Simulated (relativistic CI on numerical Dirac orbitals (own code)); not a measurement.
## Mo4+ (4d2) in a crystal field

Calculated by Dirac-Coulomb-Breit CI, separate exchange-only KLI orbitals for each configuration, model QED, valence Slater integrals scaled by 0.9, one configuration in a parametric crystal field (own radial code). With so little scaling, terms lie 10 to 35 % too far apart, which can change the order of excited levels.

Field parameters in Wybourne normalisation: D4h B²₀ = −7Ds, B⁴₀ = 21(Dq − Dt), B⁴₄ = 21√(5/14) Dq; Oh B⁴₀ = 21Dq, B⁴₄ = √(5/14) B⁴₀; Td as Oh with Dq negative (B⁴₀ = 21Dq, B⁴₄ = √(5/14) B⁴₀). The field is a parameter set, without covalency.

S and J are read from ⟨S²⟩ = S(S + 1) and ⟨J²⟩ = J(J + 1) of each level; they are not fictitious spins.

Td, 10Dq = -7100 cm⁻¹, the lowest 10 levels:

| E (cm⁻¹) | Degeneracy | Irrep | S | J |
| --- | --- | --- | --- | --- |
| 0.0 | 3 | T2 | 1.00 | 3.00 |
| 6827 | 2 | E | 0.96 | 2.77 |
| 6926 | 1 | A2 | 1.00 | 3.00 |
| 7142 | 3 | T2 | 1.00 | 3.21 |
| 7440 | 3 | T1 | 1.00 | 3.26 |
| 11553 | 2 | E | 0.83 | 3.33 |
| 11655 | 3 | T2 | 1.00 | 3.00 |
| 12674 | 3 | T1 | 1.00 | 3.54 |
| 12859 | 2 | E | 0.42 | 2.75 |
| 12953 | 1 | A1 | 0.99 | 3.62 |

Td, 10Dq = -19250 cm⁻¹, the lowest 16 levels:

```tsv
E (cm⁻¹)	Degeneracy	Irrep	S	J
0.0	3	T2	1.00	3.18
12181	2	E	0.06	2.85
18919	1	A2	1.00	3.00
19110	3	T2	1.00	3.16
19497	3	T1	1.00	3.34
19571	2	E	0.98	3.18
21986	1	A1	0.09	3.52
27000	3	T2	1.00	2.56
27111	2	E	1.00	2.72
27213	3	T1	1.00	2.62
27497	1	A1	0.97	2.55
31421	3	T2	0.03	2.74
34980	3	T1	0.02	3.98
42456	2	E	1.00	2.50
42533	3	T2	0.99	2.47
42685	3	T1	1.00	2.74
```

D4h, 10Dq = 14700, Ds = -600, Dt = 1030 cm⁻¹, the lowest 16 levels:

| E (cm⁻¹) | Degeneracy | Irrep | S | J |
| --- | --- | --- | --- | --- |
| 0.0 | 1 | B1 | 1.00 | 2.41 |
| 260 | 1 | B2 | 1.00 | 2.76 |
| 645 | 2 | E | 1.00 | 2.89 |
| 1139 | 1 | A1 | 0.99 | 3.21 |
| 1426 | 1 | A2 | 1.00 | 3.46 |
| 4708 | 2 | E | 0.99 | 3.39 |
| 4910 | 1 | B1 | 1.00 | 3.53 |
| 6523 | 1 | A1 | 0.92 | 3.33 |
| 6696 | 2 | E | 1.00 | 3.23 |
| 8343 | 1 | A1 | 0.22 | 3.04 |
| 12150 | 2 | E | 0.30 | 3.00 |
| 12741 | 1 | B2 | 0.92 | 2.81 |
| 13390 | 1 | B1 | 1.00 | 3.22 |
| 13736 | 1 | A2 | 1.00 | 3.40 |
| 13801 | 2 | E | 0.88 | 3.15 |
| 13883 | 1 | A1 | 1.00 | 3.59 |

Td, 10Dq = -6400 cm⁻¹, the lowest 10 levels:

```
E (cm⁻¹)  Degeneracy  Irrep     S     J
     0.0           3     T2  1.00  2.97
    6138           2      E  0.97  2.72
    6252           1     A2  1.00  3.00
    6473           3     T2  1.00  3.22
    6755           3     T1  1.00  3.25
   10616           3     T2  1.00  3.04
   10720           2      E  0.94  3.45
   11678           3     T1  1.00  3.60
   11996           1     A1  0.99  3.69
   12622           2      E  0.22  2.64
```

Oh, 10Dq = 30100 cm⁻¹, the lowest 16 levels:

```
E (cm⁻¹)  Degeneracy  Irrep     S     J
     0.0           2      E  1.00  2.69
    38.6           3     T2  1.00  2.74
    1149           3     T1  1.00  3.41
    1654           1     A1  1.00  3.71
   11893           3     T2  0.01  3.11
   12066           2      E  0.01  3.19
   26305           1     A1  0.02  2.98
   28563           1     A2  1.00  3.00
   28808           3     T2  1.00  3.09
   29209           3     T1  1.00  3.42
   29229           2      E  1.00  3.45
   38321           1     A1  0.99  1.18
   38592           3     T1  1.00  1.53
   39092           3     T2  0.97  2.20
   39246           2      E  1.00  2.16
   41876           3     T2  0.10  3.12
```

The free-ion ground term has S = 1. Every field shown keeps that spin.

Levels of this model without a field, named by their leading LS term: ³F2 0, ³F3 1454, ³F4 3141, ¹D2 11585, ³P0 12540, ³P1 13116, ³P2 14610, ¹G4 17553 cm⁻¹.
